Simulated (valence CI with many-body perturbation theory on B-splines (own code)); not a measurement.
Zr XXXVI in brief

Computed by configuration interaction combined with many-body perturbation theory (CI+MBPT): three valence electrons over a frozen Dirac-Fock core [He], radial functions for each j: 9 s, 9 p, 8 d, 6 f, 3 g, 1 h, with the one-electron correlation potential Σ1 (screened to all orders), the two-electron term Σ2, the three-electron term Σ3, Breit, model QED; selected single and double excitations, second order for the rest, scaled by the run's own slope (own B-spline code, finite nucleus).

The last digits are not significant, and no measured levels were compared; by estimate large intervals hold to a few tenths of a per cent, small ones and those within an open d or f shell to about a per cent.

Levels are named by their leading jj configuration (3d3/2^4 stands for four electrons in 3d with j = 3/2), which in mixed levels can hold well under half, so a name can repeat and another be missing.

Rates and lifetimes use the calculated energies. Strong lines usually hold to 10 to 20 %, long lifetimes can be off by a factor of two.

(1) What is the ground level?

(2) What is the ionisation energy?

(3) Among levels below 2933.7 eV, which E1 lines absorb most strongly from the ground level?

(4) Where does the other parity begin?

(5) Name the longest-lived excited levels whose lifetime is computed, and their main decay.

Answers

(1) (2s^2 2p1/2) J=1/2, composition 99 % 2s²2p ²P°, g = 0.653.

(2) 4745.5 eV; NIST lists 4744 ± 3 eV (semi-empirical).

(3) to (2s^2 3d3/2) J=3/2 at 0.4502 nm, f = 0.718; to (2s 2p1/2 3p3/2) J=3/2 at 0.4407 nm, f = 0.217; to (2s 2p1/2 3p3/2) J=1/2 at 0.4416 nm, f = 0.135.

(4) At (2s 2p1/2^2) J=1/2, 102.7 eV.

(5) (2s^2 2p3/2) J=3/2 at 96.6 eV lives 237 ns, mostly by M1 to (2s^2 2p1/2) J=1/2; (2s 2p1/2 2p3/2) J=3/2 at 171.1 eV lives 3.96 ns, mostly by E1 to (2s^2 2p1/2) J=1/2; (2s 2p1/2 2p3/2) J=5/2 at 192.4 eV lives 637 ps, mostly by E1 to (2s^2 2p3/2) J=3/2.
